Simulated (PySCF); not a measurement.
Hf(Cl)2(OSiH3) (Cl₂H₃HfOSi), SMILES [Hf+]([O][SiH3])([Cl])[Cl], charge +1, multiplicity 1.

The structure is a stationary point at B3LYP-D3(BJ)/def2-SVP. The spin state was assumed, not searched. The isomer is the one that the SMILES or the coordinates give; other isomers of the formula were not compared. The def2 effective core potentials stand for the cores of Hf; spin–orbit coupling is left out. Other conformers were not sampled.

Two levels are set side by side: PBE/def2-TZVP (PySCF) and M06-2X/def2-TZVP (PySCF). Same geometry, gas phase. Differences are taken from unrounded values.

```
quantity                     M06-2X     PBE  PBE minus M06-2X
---------------------------  ------  ------  ----------------
orbital gap (eV)               7.02    3.13             -3.89
highest occupied level (eV)  -14.78  -12.16              2.62
lowest empty level (eV)       -7.76   -9.03             -1.27
mean polarisability (bohr³)    82.8    89.5               6.7
```

Without exact exchange PBE keeps part of each electron's self-repulsion, which lifts occupied levels and narrows the gap. Loosely held outer electrons make PBE densities more polarisable. Differences between two approximate levels are no errors against the true value.

Rough cost on one machine, each run with all the roots and properties that it gave: M06-2X against PBE about 3 times.
